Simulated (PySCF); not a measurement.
# Chromium: a sound run and one with changed settings

Sound run: Cr²⁺ [Ar] 3d4, Cr³⁺ [Ar] 3d3. All numbers are calculated (PySCF 2.14, scalar relativity by spin-free X2C-1e, in cc-pVDZ-DK (6s5p3d1f, 43 functions)). In the sound run the correlated levels freeze [Ar]. The sound run starts from symmetry-adapted Hartree-Fock orbitals and uses a fine grid where one is needed.

Changed run: initial guess minao, at most 50 SCF cycles, level shift 2.0 hartree.

```json
{"species": "Cr²⁺", "method": "UHF", "sound run (hartree)": "-1048.87898", "changed run (hartree)": "-1048.66076", "converged": "yes"}
{"species": "Cr²⁺", "method": "BP86", "sound run (hartree)": "-1050.03298", "changed run (hartree)": "-1049.79336", "converged": "no"}
{"species": "Cr²⁺", "method": "PBE", "sound run (hartree)": "-1049.65548", "changed run (hartree)": "-1049.41632", "converged": "yes"}
{"species": "Cr³⁺", "method": "UHF", "sound run (hartree)": "-1047.77925", "changed run (hartree)": "-1047.77925", "converged": "yes"}
{"species": "Cr³⁺", "method": "BP86", "sound run (hartree)": "-1048.86700", "changed run (hartree)": "-1048.86700", "converged": "yes"}
{"species": "Cr³⁺", "method": "PBE", "sound run (hartree)": "-1048.48817", "changed run (hartree)": "-1048.48817", "converged": "yes"}
{"species": "Cr³⁺", "method": "MP2", "sound run (hartree)": "-1047.78984", "changed run (hartree)": "-1047.78504", "converged": "yes"}
```

The plain start fixes occupations by D2h representation alone, and Cr²⁺ at UHF, Cr²⁺ at PBE landed in another state (other ⟨L²⟩ or ⟨S²⟩). A level shift leaves the converged SCF energy unchanged but raises the virtual orbital energies, which shrinks MP2 if it is not removed.
